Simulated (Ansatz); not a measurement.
Relaxation of a periodic cell of 16 atoms, HF (packed as 8 HF, density as packed 0.89 g/cm³ with natural masses), to a largest force component of 0.3 eV/Å in at most 15 steps.

These are results of DFT r2SCAN-D3(BJ), scalar-relativistic, plane waves, PAW (Ansatz 0.2.0), not measurements. Settings: cutoff 500 eV, k mesh 1x1x1, fermi-dirac smearing 0.02 eV, no spin polarisation.

```xyz
16
Lattice="6.6884 0.0000 0.0000 0.0000 6.6884 0.0000 0.0000 0.0000 6.6884" Properties=species:S:1:pos:R:3:forces:R:3
F 0.732 2.248 4.921 0.27 -0.43 -0.07
H 1.511 1.758 4.764 -0.06 0.46 -0.01
F 4.694 0.575 6.024 0.15 -0.15 -0.28
H 4.391 0.159 5.244 -0.09 0.27 0.35
F 0.292 4.652 1.877 0.03 0.50 0.79
H 0.361 5.376 2.463 0.04 -0.39 -0.65
F 5.075 4.213 4.842 0.38 0.37 -0.25
H 5.903 4.205 4.412 -0.48 -0.42 0.21
F 0.664 6.409 6.503 -0.12 0.16 -0.43
H 0.401 6.636 5.636 -0.01 0.04 0.61
F 3.530 2.076 3.269 -0.20 -0.63 -0.07
H 3.499 1.285 2.774 0.10 0.58 0.09
F 2.656 6.262 4.709 0.10 -0.29 -0.21
H 2.769 5.457 5.168 -0.10 0.12 -0.04
F 5.951 2.332 1.089 0.13 -0.56 -0.12
H 6.156 1.573 0.586 -0.16 0.38 0.08
```

Question: Where does it end, and by what steps?

Answer: It converged. The threshold is loose, so the end isn't yet a minimum. The force dipped under the threshold on the way, but the program's further checks kept it going. Limits of this set-up: coarse k mesh. After 14 steps the energy has fallen by 2.080 eV; H14 moved furthest, 1.36 Å.

```json
{"step": "0", "energy less start (eV)": "0.0000", "largest force component (eV/Å)": "0.791", "accepted": "yes"}
{"step": "1", "energy less start (eV)": "-0.2420", "largest force component (eV/Å)": "2.580", "accepted": "yes"}
{"step": "2", "energy less start (eV)": "-0.5182", "largest force component (eV/Å)": "1.862", "accepted": "yes"}
{"step": "3", "energy less start (eV)": "-0.7359", "largest force component (eV/Å)": "2.128", "accepted": "yes"}
{"step": "4", "energy less start (eV)": "-0.9016", "largest force component (eV/Å)": "1.573", "accepted": "yes"}
{"step": "5", "energy less start (eV)": "-1.0462", "largest force component (eV/Å)": "1.112", "accepted": "yes"}
{"step": "6", "energy less start (eV)": "-1.2277", "largest force component (eV/Å)": "0.648", "accepted": "yes"}
{"step": "7", "energy less start (eV)": "-1.3766", "largest force component (eV/Å)": "0.989", "accepted": "yes"}
{"step": "8", "energy less start (eV)": "-1.5138", "largest force component (eV/Å)": "0.926", "accepted": "yes"}
{"step": "9", "energy less start (eV)": "-1.6657", "largest force component (eV/Å)": "1.337", "accepted": "yes"}
{"step": "10", "energy less start (eV)": "-1.7839", "largest force component (eV/Å)": "1.279", "accepted": "yes"}
{"step": "11", "energy less start (eV)": "-1.8931", "largest force component (eV/Å)": "0.832", "accepted": "yes"}
{"step": "12", "energy less start (eV)": "-1.9946", "largest force component (eV/Å)": "0.617", "accepted": "yes"}
{"step": "13", "energy less start (eV)": "-2.0795", "largest force component (eV/Å)": "0.243", "accepted": "yes"}
{"step": "14", "energy less start (eV)": "-2.0795", "largest force component (eV/Å)": "0.243", "accepted": "yes"}
```

```xyz
16
Lattice="6.6884 0.0000 0.0000 0.0000 6.6884 0.0000 0.0000 0.0000 6.6884" Properties=species:S:1:pos:R:3
F 0.952 1.320 4.661
H 1.772 1.490 4.239
F 5.089 0.781 6.068
H 4.392 0.330 5.569
F 0.055 4.791 2.341
H 0.164 5.406 1.626
F 5.237 4.524 4.345
H 5.787 4.674 3.577
F 0.650 6.322 7.074
H 0.151 6.766 6.413
F 3.237 2.135 3.557
H 3.825 1.938 2.842
F 3.433 6.136 4.847
H 3.984 5.411 4.558
F 4.970 1.748 1.728
H 4.886 1.442 0.834
```

Run time: 3.1 min on 1 thread of Intel(R) Xeon(R) Platinum 8488C (Sapphire Rapids), with other jobs on the host, peak memory 0.91 GiB.
